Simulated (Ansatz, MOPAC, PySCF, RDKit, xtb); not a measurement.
Torsion H4–N1–Si2–F3 in FH2NSi (SMILES N[Si]F); at each angle all else is relaxed with GFN2-xTB, and the levels are single points there.
Geometry at 0° (charge 0, multiplicity 1):
```xyz
5

N     -0.58377    -0.02504     0.05880
Si     0.92043    -0.75656     0.38363
F      1.65796     0.63463     0.86992
H     -0.76305     0.96208     0.18826
H     -1.38818    -0.52155    -0.28102
```

```json
[
 {"level": "MMFF94", "energy at 90° less that at 0° (kcal/mol)": "-4.74", "minus CCSD(T)/CBS(cc-pV(T+d)Z, cc-pV(Q+d)Z)": "-18.22", "cost": "-"},
 {"level": "UFF", "energy at 90° less that at 0° (kcal/mol)": "20.64", "minus CCSD(T)/CBS(cc-pV(T+d)Z, cc-pV(Q+d)Z)": "7.16", "cost": "-"},
 {"level": "GFN-FF", "energy at 90° less that at 0° (kcal/mol)": "-1.62", "minus CCSD(T)/CBS(cc-pV(T+d)Z, cc-pV(Q+d)Z)": "-15.09", "cost": "-"},
 {"level": "PM6", "energy at 90° less that at 0° (kcal/mol)": "3.55", "minus CCSD(T)/CBS(cc-pV(T+d)Z, cc-pV(Q+d)Z)": "-9.92", "cost": "-"},
 {"level": "PM7", "energy at 90° less that at 0° (kcal/mol)": "9.10", "minus CCSD(T)/CBS(cc-pV(T+d)Z, cc-pV(Q+d)Z)": "-4.37", "cost": "-"},
 {"level": "GFN1-xTB", "energy at 90° less that at 0° (kcal/mol)": "8.54", "minus CCSD(T)/CBS(cc-pV(T+d)Z, cc-pV(Q+d)Z)": "-4.93", "cost": "-"},
 {"level": "GFN2-xTB", "energy at 90° less that at 0° (kcal/mol)": "6.34", "minus CCSD(T)/CBS(cc-pV(T+d)Z, cc-pV(Q+d)Z)": "-7.13", "cost": "-"},
 {"level": "HF/STO-3G", "energy at 90° less that at 0° (kcal/mol)": "17.01", "minus CCSD(T)/CBS(cc-pV(T+d)Z, cc-pV(Q+d)Z)": "3.54", "cost": "-"},
 {"level": "HF/3-21G", "energy at 90° less that at 0° (kcal/mol)": "18.14", "minus CCSD(T)/CBS(cc-pV(T+d)Z, cc-pV(Q+d)Z)": "4.66", "cost": "-"},
 {"level": "HF/cc-pV(D+d)Z", "energy at 90° less that at 0° (kcal/mol)": "14.00", "minus CCSD(T)/CBS(cc-pV(T+d)Z, cc-pV(Q+d)Z)": "0.53", "cost": "-"},
 {"level": "HF/cc-pV(T+d)Z", "energy at 90° less that at 0° (kcal/mol)": "14.17", "minus CCSD(T)/CBS(cc-pV(T+d)Z, cc-pV(Q+d)Z)": "0.70", "cost": "-"},
 {"level": "HF/cc-pV(Q+d)Z", "energy at 90° less that at 0° (kcal/mol)": "14.09", "minus CCSD(T)/CBS(cc-pV(T+d)Z, cc-pV(Q+d)Z)": "0.62", "cost": "-"},
 {"level": "SVWN5/def2-TZVPP", "energy at 90° less that at 0° (kcal/mol)": "13.85", "minus CCSD(T)/CBS(cc-pV(T+d)Z, cc-pV(Q+d)Z)": "0.38", "cost": "×0.8"},
 {"level": "PBE-D4/def2-TZVPP", "energy at 90° less that at 0° (kcal/mol)": "13.27", "minus CCSD(T)/CBS(cc-pV(T+d)Z, cc-pV(Q+d)Z)": "-0.21", "cost": "×1"},
 {"level": "BLYP/def2-TZVPP", "energy at 90° less that at 0° (kcal/mol)": "13.12", "minus CCSD(T)/CBS(cc-pV(T+d)Z, cc-pV(Q+d)Z)": "-0.35", "cost": "×1"},
 {"level": "BLYP-D3(BJ)/def2-TZVPP", "energy at 90° less that at 0° (kcal/mol)": "13.11", "minus CCSD(T)/CBS(cc-pV(T+d)Z, cc-pV(Q+d)Z)": "-0.36", "cost": "×1"},
 {"level": "BLYP-D4/def2-TZVPP", "energy at 90° less that at 0° (kcal/mol)": "13.14", "minus CCSD(T)/CBS(cc-pV(T+d)Z, cc-pV(Q+d)Z)": "-0.33", "cost": "×1"},
 {"level": "BP86/6-31G*", "energy at 90° less that at 0° (kcal/mol)": "13.95", "minus CCSD(T)/CBS(cc-pV(T+d)Z, cc-pV(Q+d)Z)": "0.48", "cost": "-"},
 {"level": "r2SCAN/def2-TZVPP", "energy at 90° less that at 0° (kcal/mol)": "14.29", "minus CCSD(T)/CBS(cc-pV(T+d)Z, cc-pV(Q+d)Z)": "0.82", "cost": "×2"},
 {"level": "r2SCAN-D4/def2-TZVPP", "energy at 90° less that at 0° (kcal/mol)": "14.29", "minus CCSD(T)/CBS(cc-pV(T+d)Z, cc-pV(Q+d)Z)": "0.82", "cost": "×2"},
 {"level": "B3LYP/6-31G*", "energy at 90° less that at 0° (kcal/mol)": "14.15", "minus CCSD(T)/CBS(cc-pV(T+d)Z, cc-pV(Q+d)Z)": "0.68", "cost": "-"},
 {"level": "B3LYP/LANL2DZ", "energy at 90° less that at 0° (kcal/mol)": "19.23", "minus CCSD(T)/CBS(cc-pV(T+d)Z, cc-pV(Q+d)Z)": "5.76", "cost": "-"},
 {"level": "B3LYP/def2-TZVPP", "energy at 90° less that at 0° (kcal/mol)": "13.51", "minus CCSD(T)/CBS(cc-pV(T+d)Z, cc-pV(Q+d)Z)": "0.04", "cost": "×1"},
 {"level": "B3LYP-D4/def2-TZVPP", "energy at 90° less that at 0° (kcal/mol)": "13.52", "minus CCSD(T)/CBS(cc-pV(T+d)Z, cc-pV(Q+d)Z)": "0.05", "cost": "×1"},
 {"level": "PBE0-D3(BJ)/def2-TZVPP", "energy at 90° less that at 0° (kcal/mol)": "13.68", "minus CCSD(T)/CBS(cc-pV(T+d)Z, cc-pV(Q+d)Z)": "0.20", "cost": "×1"},
 {"level": "PBE0-D4/def2-TZVPP", "energy at 90° less that at 0° (kcal/mol)": "13.68", "minus CCSD(T)/CBS(cc-pV(T+d)Z, cc-pV(Q+d)Z)": "0.21", "cost": "×1"},
 {"level": "M06-2X/6-31G*", "energy at 90° less that at 0° (kcal/mol)": "14.68", "minus CCSD(T)/CBS(cc-pV(T+d)Z, cc-pV(Q+d)Z)": "1.21", "cost": "-"},
 {"level": "wB97X-V/def2-TZVPP", "energy at 90° less that at 0° (kcal/mol)": "13.58", "minus CCSD(T)/CBS(cc-pV(T+d)Z, cc-pV(Q+d)Z)": "0.11", "cost": "×3"},
 {"level": "MP2/cc-pV(T+d)Z", "energy at 90° less that at 0° (kcal/mol)": "14.04", "minus CCSD(T)/CBS(cc-pV(T+d)Z, cc-pV(Q+d)Z)": "0.57", "cost": "-"},
 {"level": "MP2/cc-pV(Q+d)Z", "energy at 90° less that at 0° (kcal/mol)": "13.87", "minus CCSD(T)/CBS(cc-pV(T+d)Z, cc-pV(Q+d)Z)": "0.40", "cost": "-"},
 {"level": "MP2/CBS(cc-pV(T+d)Z, cc-pV(Q+d)Z)", "energy at 90° less that at 0° (kcal/mol)": "13.81", "minus CCSD(T)/CBS(cc-pV(T+d)Z, cc-pV(Q+d)Z)": "0.34", "cost": "-"},
 {"level": "SCS-MP2/cc-pV(D+d)Z", "energy at 90° less that at 0° (kcal/mol)": "14.29", "minus CCSD(T)/CBS(cc-pV(T+d)Z, cc-pV(Q+d)Z)": "0.82", "cost": "-"},
 {"level": "SCS-MP2/cc-pV(T+d)Z", "energy at 90° less that at 0° (kcal/mol)": "14.06", "minus CCSD(T)/CBS(cc-pV(T+d)Z, cc-pV(Q+d)Z)": "0.59", "cost": "-"},
 {"level": "SCS-MP2/cc-pV(Q+d)Z", "energy at 90° less that at 0° (kcal/mol)": "13.90", "minus CCSD(T)/CBS(cc-pV(T+d)Z, cc-pV(Q+d)Z)": "0.43", "cost": "-"},
 {"level": "CCSD/cc-pV(D+d)Z", "energy at 90° less that at 0° (kcal/mol)": "13.83", "minus CCSD(T)/CBS(cc-pV(T+d)Z, cc-pV(Q+d)Z)": "0.36", "cost": "-"},
 {"level": "CCSD/cc-pV(T+d)Z", "energy at 90° less that at 0° (kcal/mol)": "13.70", "minus CCSD(T)/CBS(cc-pV(T+d)Z, cc-pV(Q+d)Z)": "0.22", "cost": "-"},
 {"level": "CCSD/cc-pV(Q+d)Z", "energy at 90° less that at 0° (kcal/mol)": "13.57", "minus CCSD(T)/CBS(cc-pV(T+d)Z, cc-pV(Q+d)Z)": "0.09", "cost": "-"},
 {"level": "CCSD(T)/cc-pV(D+d)Z", "energy at 90° less that at 0° (kcal/mol)": "13.85", "minus CCSD(T)/CBS(cc-pV(T+d)Z, cc-pV(Q+d)Z)": "0.38", "cost": "×2"},
 {"level": "CCSD(T)/cc-pV(Q+d)Z", "energy at 90° less that at 0° (kcal/mol)": "13.52", "minus CCSD(T)/CBS(cc-pV(T+d)Z, cc-pV(Q+d)Z)": "0.05", "cost": "×400*"},
 {"level": "CCSD(T)/CBS(cc-pV(T+d)Z, cc-pV(Q+d)Z)", "energy at 90° less that at 0° (kcal/mol)": "13.47", "minus CCSD(T)/CBS(cc-pV(T+d)Z, cc-pV(Q+d)Z)": "0.00", "cost": "×400*"}
]
```

 The comparison column counts from a level with limits of its own.

The rows run from -4.74 (MMFF94) to 20.64 kcal/mol (UFF). In cc-pV(Q+d)Z the value moves HF 14.09, MP2 13.87, CCSD 13.57, CCSD(T) 13.52, a shift of -0.57 from HF to CCSD(T). From cc-pV(D+d)Z to cc-pV(Q+d)Z CCSD(T) changes by -0.33. The dispersion term adds -0.01 in BLYP-D3(BJ), 0.02 in BLYP-D4, 0.00 in r2SCAN-D4. The 5 functionals in def2-TZVPP without D3 or D4 span 1.17, from BLYP to r2SCAN.

On the grid 0° to 330°, 90° is the highest and 0° the lowest point at CCSD(T)/CBS(cc-pV(T+d)Z, cc-pV(Q+d)Z).

Frozen-core correlation. CBS: X⁻³ extrapolation of the correlation energy, Hartree–Fock from the larger set. Rows in 3-21G, 6-31G*, LANL2DZ, STO-3G carry no dispersion term and start afresh at each structure (6-31G* with six Cartesian d functions). LANL2DZ brings its own core potentials from Na on. The state that PM6, PM7 reach isn't checked; PM7 holds dispersion and hydrogen-bond terms.

Run with Ansatz (Gaussian basis) for Hartree–Fock, density functionals and correlated methods; MOPAC for PM6, PM7 (differences of heats of formation); PySCF for 3-21G rows, 6-31G* rows, LANL2DZ rows, STO-3G rows, the dispersion terms; RDKit for the force fields; xtb for the GFN methods. Each number belongs to the level named beside it.

Costs are rough ratios of core time to PBE/def2-TZVPP (about 1.8 s over the structures, on one shared machine); a dash marks a level with no comparable run of its own. A star marks coupled-cluster runs past 200 virtual orbitals, where the program's memory plan changes under this machine's limit, so their costs aren't comparable with smaller runs.

Ansatz is a program for electronic structure.
